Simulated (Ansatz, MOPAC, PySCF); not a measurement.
Dimer: PH3 (SMILES P) (first 4 atoms) with AsH3 (SMILES [AsH3]); geometry from B3LYP-D3(BJ)/def2-TZVP, rigid monomers moved along the line of their centres of mass till P1···As5 is 3.28 Å.
(charge 0, multiplicity 1):
```tsv
atom	x (Å)	y (Å)	z (Å)
P	-0.5518	0.1766	0.2743
H	0.7162	-0.4564	0.2556
H	-1.2642	-1.0484	0.2453
H	-0.5941	0.3428	-1.1351
As	-0.4591	-0.2076	3.5275
H	-1.8228	0.4699	3.5654
H	0.2745	1.1260	3.5860
H	-0.4240	-0.3680	5.0457
```

Counterpoise-corrected where a basis set is named; no monomer relaxation. Rows marked so take none.

Rows in 6-31G* carry no dispersion term and start afresh at each structure (6-31G* with six Cartesian d functions); the Pople sets are all-electron and without relativity. The state that PM7 reach isn't checked; PM7 holds dispersion and hydrogen-bond terms.

Codes used: Ansatz (a program for electronic structure); MOPAC for PM7 (differences of heats of formation); PySCF for 6-31G* rows, the dispersion terms. Each number belongs to the level named beside it.

Task: One of these levels gives 141.3 meV for the interaction energy. Name it.
A) PM7
B) BP86/6-31G* (no counterpoise)
C) r2SCAN-D4/def2-TZVPPD
D) HF/6-31G*

Result: D, HF/6-31G*. The others give -142.9 (PM7), 32.1 (BP86/6-31G* (no counterpoise)), -24.5 (r2SCAN-D4/def2-TZVPPD)
